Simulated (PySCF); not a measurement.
Ta(NH)(F)(OH)2 (FH3NO2Ta), SMILES [NH]=[Ta]([OH])([OH])[F], multiplicity 1. Heavy atoms are numbered as in [Ta:1](=[NH:2])([F:4])([OH:5])[OH:7]. Hydrogens are named by the atom that carries them.

The structure is a stationary point at B3LYP-D3(BJ)/def2-SVP. The multiplicity is an assumed one; no other spin state was optimised. The structure was generated by enumeration; whether it is a known compound was not checked. The def2 effective core potentials stand for the cores of Ta; spin–orbit coupling is left out. Other conformers were not sampled.

Level of theory: M06-2X/def2-TZVP (PySCF).

ESP charges are fitted to the potential on shells at 1.4 to 2.0 van der Waals radii. Atomic charges (e), one atom of each kind:

```tsv
atom	Mulliken	ESP fit	Löwdin
Ta1	1.56	1.78	___
N2 (NH)	-0.67	-1.21	-0.42
H on N2	0.24	0.52	___
F4	-0.45	-0.41	-0.28
O5 (OH)	-0.70	-0.78	-0.33
H on O5	0.36	0.45	___
```

Some entries are withheld; supply them. (Estimate from the structure and the level; the computed values follow.)


- Ta1, Löwdin: 0.86
- H on N2, Löwdin: 0.14
- H on O5, Löwdin: 0.18
